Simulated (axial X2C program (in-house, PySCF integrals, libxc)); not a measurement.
# GeSH: properties at the nuclei

Calculated with an in-house all-electron X2C program for linear molecules (integrals from PySCF): two-component X2C with atomic mean-field Coulomb and Gaunt terms, Gaussian nuclei, basis Ge dyall-v3z, S dyall-av3z, H dyall-v3z with contracted cores.

Ge–S–H held linear, with bonds 2.200 and 1.343 Å (near the PBE0 minimum at charge 0 of the determinant lowest at the starting distance; the state shown can have its own minimum elsewhere, held linear; other orders of the atoms were not compared).

Input and command:
```json
{"zs": [32, 16, 1], "q": 0, "bas": ["dyall-v3z", "dyall-av3z", "dyall-v3z"], "r0": [2.24, 1.34], "symm": 0, "scan": ["PBE0", "HF", "r2SCAN"], "levels": ["PBE0", "HF", "B3LYP"], "nst": 2}
```
```bash
python solin.py task.json out
```

Keys: zs atomic numbers; q charge; bas basis sets; r0 starting distance in Å; symm equal bonds; scan levels of the two-bond scan; levels methods; nst determinants followed.

Determinant lowest in the PBE0 search, Ω = 1/2 (⟨Sz⟩ = -0.50, ⟨Lz⟩ = 1.00 at PBE0), spin on the atoms Ge -0.49, S -0.02, H 0.01:

```tsv
level	Eeff magnitude (GV/cm)	Ws magnitude Ge (kHz)	Ws magnitude S (kHz)	A∥/gI Ge (MHz)	qzz Ge (a.u.)	A∥/gI S (MHz)	qzz S (a.u.)	A∥/gI H (MHz)	qzz H (a.u.)	μ (D)
PBE0	0.0864	0.0546	0.0109	1500	1.02	227	1.96	7.96	0.24	-0.72
HF	0.0799	0.0923	0.0179	1430	0.83	152	1.93	8.62	0.24	-1.07
B3LYP	0.154	0.105	0.0147	1450	1.14	221	2.00	7.33	0.23	-0.75
```

Determinant 0.12 eV from it at PBE0 and this distance, Ω = 3/2 (⟨Sz⟩ = 0.50, ⟨Lz⟩ = 1.00 at PBE0), spin on the atoms Ge 0.50, S 0.01, H -0.01:

```json
{"level": "PBE0", "Eeff magnitude (GV/cm)": "0.124", "Ws magnitude Ge (kHz)": "0.0339", "A∥/gI Ge (MHz)": "179", "qzz Ge (a.u.)": "0.93", "A∥/gI S (MHz)": "53.2", "qzz S (a.u.)": "1.95", "A∥/gI H (MHz)": "0.113", "qzz H (a.u.)": "0.24", "μ (D)": "-0.65"}
{"level": "HF", "Eeff magnitude (GV/cm)": "0.473", "Ws magnitude Ge (kHz)": "0.132", "A∥/gI Ge (MHz)": "207", "qzz Ge (a.u.)": "0.73", "A∥/gI S (MHz)": "58.1", "qzz S (a.u.)": "1.92", "A∥/gI H (MHz)": "-0.405", "qzz H (a.u.)": "0.24", "μ (D)": "-1.01"}
{"level": "B3LYP", "Eeff magnitude (GV/cm)": "0.0753", "Ws magnitude Ge (kHz)": "0.0215", "A∥/gI Ge (MHz)": "218", "qzz Ge (a.u.)": "1.05", "A∥/gI S (MHz)": "54.6", "qzz S (a.u.)": "1.98", "A∥/gI H (MHz)": "0.264", "qzz H (a.u.)": "0.23", "μ (D)": "-0.68"}
```

Eeff is the effective electric field on the electron electric dipole moment in this Ω state and Ws the scalar–pseudoscalar constant of the nucleus named (defined with the proton number Z and per Ω); A∥ (defined per Ω) follows by multiplying with gI = μI/(I μN); qzz is the electric field gradient, eQq0 = 234.96 MHz × Q/barn × qzz; μ is positive if the H end (last atom) is positive. The operators were transformed with the bare-nucleus X2C matrices; with these basis sets, hyperfine constants and field gradients can be off by tens of per cent, and where levels differ in sign neither size nor sign is settled.

(1) With gI(73Ge) = -0.1954, Q(73Ge) = -0.196 barn, gI(33S) = 0.4292, Q(33S) = -0.0694 barn, gI(1H) = 5.5857 (g factors from the IAEA table of nuclear moments by Stone; Q from Pyykkö, Mol. Phys. 2018), turn the PBE0 values of the first state into constants in MHz.

The molecule was held linear; bending was not examined, so a bent shape may lie lower. Hydrosulfides and their kin are strongly bent in nature, so this linear model does not describe the real molecule.

Each state is one determinant with collinear spin. Unrestricted Hartree–Fock can overshoot spin polarisation at the nuclei. In the state Ω = 1/2 the sign of Eeff differs between levels (HF against PBE0). Where Eeff spreads by more than a factor of two the levels disagree and none is to be relied on. The search compared states at one distance, so a state with another bond length can lie lower. The sign of Ws at Ge differs between levels in the first state. PBE0 term energies can be off by some tenths of an eV.

## Answers

(1) A∥(73Ge) = 1500 × -0.1954 = -293 MHz; eQq0(73Ge) = 234.96 × (-0.196) × (1.02) = -47 MHz; A∥(33S) = 227 × 0.4292 = 97.4 MHz; eQq0(33S) = 234.96 × (-0.0694) × (1.96) = -32 MHz; A∥(1H) = 7.96 × 5.5857 = 44.5 MHz.
